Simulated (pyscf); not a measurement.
## •O–AlH–OH (SMILES [O][AlH][OH]), doublet

Gas-phase minimum from PySCF at ωB97X-D3(BJ)/def2-SVP, one conformer. •O–AlH–OH lies 33.8 kcal/mol over its isomer [HO–Al–OH]•, and others may lie lower still (electronic energy, ωB97M-D3(BJ)). 

```xyz
5

O      1.7683     0.6244    -0.9950
Al     0.4582    -0.1700    -0.1449
O      0.7829    -1.0167     1.2846
H     -0.9895    -0.0728    -0.7350
H      1.6074    -1.1595     1.7516
```
Charge 0, spin multiplicity 2.

Bond lengths (Å): O1–Al2 1.752, Al2–O3 1.693, Al2–H4 1.566, O3–H5 0.958. Bond angles (°): O1–Al2–O3 119.5, O1–Al2–H4 118.7, O3–Al2–H4 121.8, Al2–O3–H5 130.6.

Properties at ωB97X-D3(BJ)/def2-SVP:

Harmonic wavenumbers, unscaled: 216, 341, 497, 498, 633, 782, 929, 2042, 4005 cm⁻¹
Zero-point energy: 14.2 kcal/mol
Rotational symmetry number: 1
Entropy of this conformer at 298 K and 1 atm, rigid rotor and harmonic oscillator, modes under 100 cm⁻¹ raised to 100: 284.7 J/(mol K)
Dipole moment: 1.22 D
Spin expectation value S2: 0.753

Single-point totals, which compare only within one level (frozen core for MP2 and CC):

```json
[
 {"level": "ωB97X-D3(BJ)/def2-TZVP", "total energy (hartree)": "-394.21158"},
 {"level": "PBE/def2-TZVP", "total energy (hartree)": "-393.86875"},
 {"level": "r²SCAN/def2-TZVP", "total energy (hartree)": "-394.07121"},
 {"level": "B3LYP-D3(BJ)/def2-TZVP", "total energy (hartree)": "-394.20070"},
 {"level": "PBE0-D3(BJ)/def2-TZVP", "total energy (hartree)": "-393.89305"},
 {"level": "M06-2X/def2-TZVP", "total energy (hartree)": "-394.09217"},
 {"level": "ωB97M-D3(BJ)/def2-TZVP", "total energy (hartree)": "-394.24282"},
 {"level": "UHF/def2-TZVPP", "total energy (hartree)": "-392.93982"},
 {"level": "MP2/def2-TZVPP", "total energy (hartree)": "-393.44413"},
 {"level": "CCSD/def2-TZVPP", "total energy (hartree)": "-393.46559"},
 {"level": "CCSD(T)/def2-TZVPP", "total energy (hartree)": "-393.48203"}
]
```

The CCSD(T) − MP2 part came from Ansatz, without density fitting, on the same reference.
